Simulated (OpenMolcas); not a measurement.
Re6+ among 6 point charges of -1 e arranged as a trigonal antiprism (D3d), with a polar angle of 55.8° against the regular 54.74°.

- Program: OpenMolcas
- Method: CASSCF
- Basis: ANO-RCC-VDZP [7s6p4d2f1g]
- Scalar Hamiltonian: DKH2, point nucleus
- Active space: 1 electron in 5 orbitals (5d)
- State averaging: 2S+1 = 2 even, 5 roots
- Spin-orbit coupling: RASSI with atomic mean-field integrals over the reference wave functions

All point charges move together. At R = 1.77 Å the first state of the same spin is 747.6 cm-1, and at R = 1.95 Å it is 578 cm-1.

Task: A third run gives 937.9 cm-1. What distance was it run at?

Result: With a power law R^-n the two known points give n = -ln(578 / 747.6) / ln(1.95 / 1.77) = 2.66. Then R = 1.77 × (747.6 / 937.9)^(1/2.66) = 1.625 Å. The run was at 1.62 Å, so the estimate is off by +0.005 Å.

Spin-orbit coupling mixes the spin-free states strongly: the lowest level takes only 62 % from its leading state, 2A1 (figures for R = 1.62; the like holds for R = 1.77, R = 1.95). This is an electrostatic model: the charges have no orbitals. No measured value stands beside these numbers.
